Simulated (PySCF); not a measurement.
BF, singlet, at a GFN2-xTB geometry; PBE0/6-31G** in PySCF.

The PySCF input:
```python
from pyscf import gto, scf, dft

mol = gto.Mole()
mol.atom = '''
    B    -0.00000000   -0.00000000   -0.79987693
    F     0.00000000    0.00000000    0.44437607
'''
mol.basis = '6-31g**'
mol.verbose = 4
mol.build()

mf = dft.RKS(mol)
mf.xc = 'pbe0'
mf.small_rho_cutoff = 0
mf.kernel()
```

Problem. Predict the main parts of the log of this PySCF run.

Solution. 
```
PySCF version 2.14.0

[INPUT] verbose = 4
[INPUT] num. atoms = 2
[INPUT] num. electrons = 14
[INPUT] charge = 0
[INPUT] spin (= nelec alpha-beta = 2S) = 0
[INPUT] symmetry False subgroup None
[INPUT] Mole.unit = angstrom
[INPUT] Symbol           X                Y                Z      unit          X                Y                Z       unit  Magmom
[INPUT]  1 B      0.000000000000   0.000000000000  -0.799876930000 AA    0.000000000000   0.000000000000  -1.511548331058 Bohr   0.0
[INPUT]  2 F      0.000000000000   0.000000000000   0.444376070000 AA    0.000000000000   0.000000000000   0.839749068611 Bohr   0.0

nuclear repulsion = 19.138370163785
number of shells = 12
number of NR pGTOs = 54
number of NR cGTOs = 28
basis = 6-31g**
ecp = {}

******** <class 'pyscf.dft.rks.RKS'> ********
method = RKS
initial guess = minao
damping factor = 0
level_shift factor = 0
DIIS = <class 'pyscf.scf.diis.CDIIS'>
diis_start_cycle = 1
diis_space = 8
diis_damp = 0
SCF conv_tol = 1e-09
SCF conv_tol_grad = None
SCF max_cycles = 50
direct_scf = True
direct_scf_tol = 1e-13
XC library pyscf.dft.libxc version 7.1.2
    S. Lehtola, C. Steigemann, M. J. T. Oliveira, and M. A. L. Marques,  SoftwareX 7, 1–5 (2018)
XC functionals = pbe0
    C. Adamo and V. Barone,  J. Chem. Phys. 110, 6158 (1999)
    M. Ernzerhof and G. E. Scuseria,  J. Chem. Phys. 110, 5029 (1999)
radial grids:
    Treutler-Ahlrichs [JCP 102, 346 (1995); DOI:10.1063/1.469408] (M4) radial grids

becke partition: Becke, JCP 88, 2547 (1988); DOI:10.1063/1.454033
pruning grids: <function nwchem_prune>
grids dens level: 3
symmetrized grids: False
atomic radii adjust function: <function treutler_atomic_radii_adjust>
small_rho_cutoff = 0
Set gradient conv threshold to 3.16228e-05
Initial guess from minao.
tot grids = 28312
init E= -124.633019713458
  HOMO = -0.274406388493202  LUMO = -0.0365824565380787  gap/eV = 6.47152
cycle= 1 E= -124.493155710325  delta_E= 0.14  |g|= 0.394  |ddm|= 1.37
  HOMO = -0.285647671992057  LUMO = -0.00658614565775601  gap/eV = 7.59365
cycle= 2 E= -124.450454051921  delta_E= 0.0427  |g|= 0.648  |ddm|= 0.483
  HOMO = -0.271831849996345  LUMO = -0.00820047230524876  gap/eV = 7.17378
cycle= 3 E= -124.518274700351  delta_E= -0.0678  |g|= 0.0152  |ddm|= 0.31
  HOMO = -0.275224350586134  LUMO = -0.00924877884923538  gap/eV = 7.23756
cycle= 4 E= -124.518329130451  delta_E= -5.44e-05  |g|= 0.002  |ddm|= 0.0188
  HOMO = -0.274644293753179  LUMO = -0.00894630822816854  gap/eV = 7.23001
cycle= 5 E= -124.518330089088  delta_E= -9.59e-07  |g|= 7.18e-05  |ddm|= 0.00256
  HOMO = -0.2746387528773  LUMO = -0.00895864034620481  gap/eV = 7.22952
cycle= 6 E= -124.518330090273  delta_E= -1.18e-09  |g|= 3.34e-05  |ddm|= 0.000128
  HOMO = -0.274644736181989  LUMO = -0.00896338125927198  gap/eV = 7.22956
cycle= 7 E= -124.518330090475  delta_E= -2.01e-10  |g|= 4.07e-06  |ddm|= 2.53e-05
  HOMO = -0.274643962979272  LUMO = -0.00896241580657447  gap/eV = 7.22956
Extra cycle  E= -124.518330090473  delta_E= 1.45e-12  |g|= 5.2e-06  |ddm|= 4.32e-06
converged SCF energy = -124.518330090473
```
